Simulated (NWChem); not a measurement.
System: SiNH5O3; SMILES N[Si](O)(O)O

Parts of the log:

```
             Northwest Computational Chemistry Package (NWChem) 7.3.0
             --------------------------------------------------------

                             Geometry "geometry" -> ""
                             -------------------------

 Output coordinates in angstroms (scale by  1.889725989 to convert to a.u.)

  No.       Tag          Charge          X              Y              Z
 ---- ---------------- ---------- -------------- -------------- --------------
    1 N                    7.0000     0.77354200     1.55735000    -0.11980000
    2 Si                  14.0000    -0.04559900     0.06558400     0.00945500
    3 O                    8.0000    -0.71806600    -0.34618800     1.46930300
    4 O                    8.0000     1.12235800    -1.05378500    -0.32979100
    5 O                    8.0000    -1.35492400     0.06956300    -1.01122000
    6 H                    1.0000     1.75335900     1.60288600     0.13294800
    7 H                    1.0000     0.29988000     2.43551200     0.05076300
    8 H                    1.0000    -1.67967800    -0.35366700     1.46798900
    9 H                    1.0000     0.97664800    -1.90397000     0.09502100
   10 H                    1.0000    -1.17602900     0.42152000    -1.88802200

 Effective nuclear repulsion energy (a.u.)     265.6000705602

                                 NWChem DFT Module
                                 -----------------

 Summary of "ao basis" -> "ao basis" (spherical)
 ------------------------------------------------------------------------------
       Tag                 Description            Shells   Functions and Types
 ---------------- ------------------------------  ------  ---------------------
 N                           6-31g*                  6       14   3s2p1d
 Si                          6-31g*                  8       18   4s3p1d
 O                           6-31g*                  6       14   3s2p1d
 H                           6-31g*                  2        2   2s

 in cosmo_initialize ...
 calling solv_data for solv:h2o

 solvent parameters
 solvname_short: h2o
 solvname_long:  water
 dielec:       78.4000
 dielecinf:     1.7769
 aqueous SMD model solvent descriptors
 dielec:       78.4000
 sola:          0.8200

[...]

                                COSMO-SMD solvation results
                                ---------------------------

             internal energy in gas <Psi(g)|H|Psi(g)> =      -572.934354750384
         internal energy in solvent <Psi(s)|H|Psi(s)> =      -572.931689164049
                               delta internal energy  =         0.002665586335 (    1.67 kcal/mol)
   total free energy in solvent <Psi(s)|H+V/2|Psi(s)> =      -572.963338047759
 polarization energy contribution <Psi(s)|V/2|Psi(s)> =        -0.031648883711 (  -19.86 kcal/mol)
    total free energy in solvent including G(SMD-CDS) =      -572.958208133452
                       G(SMD-CDS) energy contribution =         0.005129914307 (    3.22 kcal/mol)
     1 M fixed-concentration free energy of solvation =        -0.023853383068 (  -14.97 kcal/mol)

                       DFT Final Molecular Orbital Analysis
                       ------------------------------------

 Vector   23  Occ=2.000000D+00  E=-4.069917D-01
              MO Center= -2.4D-01, -3.2D-01,  9.0D-01, r^2= 2.4D+00
   Bfn.  Coefficient  Atom+Function         Bfn.  Coefficient  Atom+Function
  ----- ------------  ---------------      ----- ------------  ---------------
    36      0.467717   3 O  py               40      0.369125   3 O  py
    49     -0.271647   4 O  px               37      0.231066   3 O  pz
    53     -0.208919   4 O  px               41      0.178467   3 O  pz
     5      0.105196   1 N  pz               26      0.091369   2 Si py
     9      0.090081   1 N  pz               51      0.081686   4 O  pz

 Vector   24  Occ=2.000000D+00  E=-3.939793D-01
              MO Center= -2.6D-01, -3.4D-01, -5.4D-01, r^2= 2.8D+00
   Bfn.  Coefficient  Atom+Function         Bfn.  Coefficient  Atom+Function
  ----- ------------  ---------------      ----- ------------  ---------------
    64      0.368831   5 O  py               68      0.299612   5 O  py
    51     -0.294718   4 O  pz               49     -0.261092   4 O  px
    55     -0.235071   4 O  pz               63     -0.233411   5 O  px
    53     -0.201196   4 O  px               67     -0.178196   5 O  px
    36     -0.138620   3 O  py               65      0.130260   5 O  pz

 Vector   25  Occ=2.000000D+00  E=-3.265257D-01
              MO Center=  6.3D-01,  1.3D+00, -9.2D-02, r^2= 1.7D+00
   Bfn.  Coefficient  Atom+Function         Bfn.  Coefficient  Atom+Function
  ----- ------------  ---------------      ----- ------------  ---------------
     5      0.534707   1 N  pz                9      0.477475   1 N  pz
    36     -0.175485   3 O  py               40     -0.140642   3 O  py
    51     -0.097476   4 O  pz               27      0.088677   2 Si pz
    55     -0.088121   4 O  pz                6     -0.083513   1 N  s
    63      0.067899   5 O  px               64      0.062771   5 O  py

 Vector   26  Occ=0.000000D+00  E= 8.827286D-02
              MO Center= -1.9D-01,  3.0D-02, -7.5D-03, r^2= 5.7D+00
   Bfn.  Coefficient  Atom+Function         Bfn.  Coefficient  Atom+Function
  ----- ------------  ---------------      ----- ------------  ---------------
    24      1.319855   2 Si s                 6     -0.780062   1 N  s
    38     -0.582763   3 O  s                66     -0.569889   5 O  s
    52     -0.551460   4 O  s                80      0.359582   8 H  s
    84      0.356415  10 H  s                82      0.331337   9 H  s
    78      0.302522   7 H  s                76      0.285964   6 H  s

[...]
```

Level: M06-2X/6-31G* (spherical d), SMD on the gas-phase geometry. Structure relaxed at the PBE0/def2-SVP level. Solvent: water.

Reconstruct the input file.

This is not unique; one that fits is the input that was run:
```
start job
memory heap 200 mb stack 900 mb global 1100 mb
geometry units angstroms noautosym nocenter noautoz
  N      0.773542     1.557350    -0.119800
  Si    -0.045599     0.065584     0.009455
  O     -0.718066    -0.346188     1.469303
  O      1.122358    -1.053785    -0.329791
  O     -1.354924     0.069563    -1.011220
  H      1.753359     1.602886     0.132948
  H      0.299880     2.435512     0.050763
  H     -1.679678    -0.353667     1.467989
  H      0.976648    -1.903970     0.095021
  H     -1.176029     0.421520    -1.888022
end
basis spherical
  N library 6-31g*
  Si library 6-31g*
  O library 6-31g*
  H library 6-31g*
end
dft
  xc m06-2x
  iterations 150
end
cosmo
  do_cosmo_smd true
  solvent water
end
task dft energy
```
